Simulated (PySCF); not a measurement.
A geometry optimisation on `C[O][W-](=[O])(=[O])=[O]` ([WO3(OMe)]-).

Method: PBE0-D3(BJ)/def2-SVP geometry optimisation, gas phase, def2 core potentials past Kr (PySCF 2.14.0). Start geometry: GFN2-xTB. The input is one job of a driver script: a line of settings, then coordinates in Å.

Input:
```
{"job": {"xc": "PBE0", "basis": "def2-SVP", "d3": "d3bj", "grid": 1, "maxiter": 30, "shake": 0.03, "kind": "geom"}, "charge": -1, "multiplicity": 1}
W      0.545820     0.787000     1.116220
O      0.390610     0.752730     2.810680
O      2.021920     0.774560     0.443140
O     -0.280450     2.202000     0.428150
O     -0.438480    -0.766520     0.337080
C     -0.529720    -0.906280    -1.018710
H     -1.030480    -0.087630    -1.488290
H     -1.026330    -1.839030    -1.241280
H      0.479850    -0.986260    -1.412640
```

Output:
```
step   0  E = -407.48399364  max force = 0.197108
step   1  E = -407.50849981  max force = 0.063882
step   2  E = -407.51487471  max force = 0.023474
step   3  E = -407.51541094  max force = 0.008963
step   4  E = -407.51551552  max force = 0.002404
step   5  E = -407.51556886  max force = 0.001498
step   6  E = -407.51561910  max force = 0.002021
step   7  E = -407.51563293  max force = 0.000523
step   8  E = -407.51564279  max force = 0.000597
step   9  E = -407.51566063  max force = 0.001574
step  10  E = -407.51568534  max force = 0.001711
step  11  E = -407.51570372  max force = 0.000997
step  12  E = -407.51571021  max force = 0.000162
optimisation converged
```

Energies in Eh; «max force» is the largest Cartesian gradient component in Eh/bohr.

Give the first gradient maximum in eV/Å.

With 1 Eh/bohr = 51.422 eV/Å, 10.136 eV/Å.

How much energy does the optimisation release, in kcal/mol?

E(step 0) − E(last step) = 0.031717 Eh, which is 19.9 kcal/mol.

Summary of the converged run: final energy -407.51571 Eh after 12 steps.

Hardware: an Arm Neoverse V1 with one thread, shared host with 32 logical CPUs at a one-minute load of 24. Cost: 1.7 min, 0.47 GiB resident at most.
Labels such as C1 count atoms from 1, the log's own numbers from 0.
